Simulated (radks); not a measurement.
Initial-state core-level shifts of the rhodium ion Rh+ when its valence configuration changes from [Kr] 4d8. All-electron calculation, scalar-relativistic Kohn-Sham, LDA (Slater exchange, Perdew-Wang correlation), spin-polarised, spherical densities, finite nucleus; open shells are filled with parallel spins first (spin-orbit coupling, left out, can overturn this in heavy ions); Fermi nuclear charge, rms radius 4.4945 fm. Program: a radial shooting solver on a logarithmic mesh with Libxc functionals. Shifts are changes of the shell-averaged eigenvalues in eV (positive: less bound); the change of the density at the nucleus, which sets a Mossbauer isomer shift, is in e/bohr^3, on a base of 1.232e+05.

valence               2p       3s       3d       4s  density at nucleus
4d7 5s1           -4.219   -4.155   -4.178   -3.797              +24.13
4d6 5s2           -9.059   -8.887   -8.939   -8.019              +51.68
4d6 5p2          -11.455  -11.325  -11.371  -10.434               +5.67
4d7 5p1           -5.557   -5.517   -5.536   -5.175               +2.34
4d6.5 5s0.5 5p1   -7.819   -7.729   -7.762   -7.137              +15.68
4d5 5s1 5p2      -16.506  -16.206  -16.292  -14.555              +38.40
4d7.5 5s0.5       -2.058   -2.031   -2.041   -1.870              +11.37
4d7.5 5p0.5       -2.741   -2.727   -2.735   -2.579               +1.05
4d5.5 5s0.5 5p2  -13.928  -13.720  -13.785  -12.476              +21.20
